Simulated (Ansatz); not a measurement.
`[CH3][In]([OH])[OH]` + `[GaH3]` → `[CH3][In]([OH])[GaH2]` + H₂O at 700 K and 1 bar (formal exchange of groups at the In–O bond).

Calculated with Ansatz (gas phase, PBE0-D4/def2-TZVP geometries, no zero-point term in ΔE). CCSD(T)/CBS is the MP2 limit (def2-TZVPP, def2-QZVPP) plus CCSD(T) − MP2 in def2-TZVPP, frozen cores. This one scheme is used for every species. def2 core potentials past Kr. For Ga, In outer-core shells are correlated without core-valence functions, which leaves a few kJ/mol of doubt a bond. Scalar relativity is left out up to krypton. Each species was taken in one conformer, which may not be the lowest.

```tsv
species	CCSD(T)/CBS energy (Eh)	H − E (kJ/mol)	S (J/(mol·K))
`[CH3][In]([OH])[OH]`	-381.26556	236.9	472.4
`[GaH3]`	-1925.70545	80.8	262.3
`[CH3][In]([OH])[GaH2]`	-2230.60338	248.3	534.2
H₂O	-76.37941	80.5	218.4
```

H − E and S are ideal-gas, rigid-rotor, harmonic terms from PBE0-D4/def2-TZVP, for one conformer and one mirror image of each species. 1 Eh = 2625.50 kJ/mol, R = 8.31446 J/(mol·K).

Question: By hand: ΔE, ΔH, ΔS and ΔG.

Answer: ΔE = (-2230.60338) + (-76.37941) − (-381.26556) − (-1925.70545) = -0.01178 Eh = -30.9 kJ/mol. Δ(H − E) = 248.3 + 80.5 − 236.9 − 80.8 = 11.1, so ΔH = -19.8 kJ/mol. ΔS = 534.2 + 218.4 − 472.4 − 262.3 = 17.9 J/(mol·K). ΔG = -19.8 − 700 × (17.9)/1000 = -32.3 kJ/mol.

Question: By hand: the equilibrium constant, and the temperature at which ΔG would vanish if ΔH and ΔS stayed fixed.

Answer: log₁₀ K = −ΔG/(RT ln 10) = 2.4. ΔH and −TΔS have one sign here, so there is no such temperature.

TΔS isn't small against ΔH here. A doubt of 5 kJ/mol in ΔE shifts log₁₀ K by 0.4 here. Other conformers and mirror images would add mixing entropy, several J/(mol·K) or more a flexible species. Modes under 60 cm⁻¹, often nearly free rotors, make the harmonic entropy too high. These are equilibria of isolated gas molecules and say nothing of rates. Largest T1 diagnostic: 0.016 (customary marks: 0.02 for closed shells, 0.045 for open ones).
